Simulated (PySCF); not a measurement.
```xyz
4
charge 0 multiplicity 2, angstrom
Ga   -0.3283    0.0000    0.0367
F     0.8660    0.0000    1.3416
O     0.3231    0.0000   -1.6341
H     1.2870    0.0000   -1.6256
```

All numbers come from UPBE0/[Ga def2-TZVP, F def2-TZVP, O def2-TZVP, H def2-TZVP], no relativity, density fitting, PySCF.

This geometry of GaF(OH) is a stationary point at this level.

Problem. What is the point group?

Solution. Cs.

Problem. Is it a minimum?

Solution. Yes: all harmonic wavenumbers are real.

Problem. List the harmonic modes with their infrared intensities.

Solution. 
```
symmetry  ω (cm⁻¹)  IR (km/mol)
      a'       169         28.1
     a''       307          120
      a'       633         45.8
      a'       673          119
      a'       826         44.8
      a'      3843         60.5
```

Problem. Give the ideal-gas entropy at 298.15 K and 1 bar by parts.

Solution. translation 166.9, rotation 99.2, vibration 19.8, spin 5.8; total 291.7 J/(mol K).

This need not be the most stable arrangement of these atoms. At this level a doublet minimum of Cs symmetry lies 4 kJ/mol below this structure.
